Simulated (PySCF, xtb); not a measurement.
tert-butylarsine (C4H11As), SMILES CC(C)(C)[AsH2].

xtb 6.7.1 with GFN2-xTB at its own geometry gives an orbital gap of 5.89 eV and a dipole moment of 1.29 D.

The structure is a stationary point at PBE-D3(BJ)/def2-SVP.

**Question.** What does PySCF with PBE0/def2-TZVP give? (An estimate is asked for; the answer gives what the named calculation found.)

**Answer.** gap 7.23 eV (levels -7.02 and 0.21 eV), dipole 1.07 D.
